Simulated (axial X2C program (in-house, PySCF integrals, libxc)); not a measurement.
## Worked dissociation energy of ZrP: PW91, without spin–orbit coupling

All values were computed with an axial X2C code built on PySCF integrals. Spin-free means the one-electron spin-free X2C Hamiltonian. Basis: Zr dyall-cv3z [11s12p9d6f3g], P dyall-v3z [8s7p2d1f] (cores contracted in-house); Gaussian nuclei, density fitting, unrestricted open shells. Masses: Zr 89.905 u, P 30.974 u.

Molecular state: M_S = 1/2, Λ = 0 (beyond evenly filled blocks: σα).

| Property | Result |
| --- | --- |
| E(Zr) (2M_S = 2, M_L = 0) | -3598.552758 hartree |
| E(P) (2M_S = 3, M_L = 0) | -342.087326 hartree |
| E(ZrP) at Re | -3940.810075 hartree |
| ωe | 523.9 cm⁻¹ |
| ωexe | 1.3 cm⁻¹ |

(1) Work out De and D0.

One determinant describes the state; a PBE0 search over occupations chose it and may have missed a lower one. De is counted from the lowest determinant-based energies of the atoms at the same level, without counterpoise correction. The determinant is spin-polarised beyond a pure state at some levels (its spin-free form has ⟨S²⟩ too high), which makes Re and μ there less reliable.

Each atomic determinant is the lowest at this level and need not be a pure term. Totals compare only within one Hamiltonian and basis.

Answers

(1) De = -3598.552758 + (-342.087326) − (-3940.810075) = 0.16999 hartree = 4.626 eV. The zero-point energy is ωe/2 − ωexe/4 = 262 cm⁻¹ = 0.032 eV, so D0 = 4.593 eV.
